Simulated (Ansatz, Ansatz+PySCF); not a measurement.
```yaml
atoms:
  - { symbol: O, position_ang: [0.1227, -0.0837, 0.0824] }
  - { symbol: H, position_ang: [1.0669, 0.0324, 0.2437] }
  - { symbol: O, position_ang: [2.9218, 0.0610, -0.0770] }
  - { symbol: H, position_ang: [3.4261, 0.8501, -0.0511] }
  - { symbol: H, position_ang: [3.5464, -0.4657, -0.5663] }
  - { symbol: O, position_ang: [-1.3711, 2.6887, 0.3675] }
  - { symbol: H, position_ang: [-1.1529, 1.7599, 0.5947] }
  - { symbol: H, position_ang: [-1.4138, 2.6829, -0.5786] }
```

Basis set: def2-SVP (spherical functions). Left uncorrelated: 3 orbitals. Charge 0, multiplicity 2.

Computed with Ansatz (development build ahead of 0.2.0); each method stands on the lowest determinant of its kind that the runs found.

Task: Give the atomization energy at this shape (free ground-state atoms in the same class of orbitals less the molecule, no zero-point energy) of doublet H5O3 by PBE0 (unrestricted), UHF-MP2, UHF.

Result:

```csv
method,atomization energy
PBE0 (unrestricted),24.05 eV
UHF-MP2,23.26 eV
UHF,16.46 eV
```
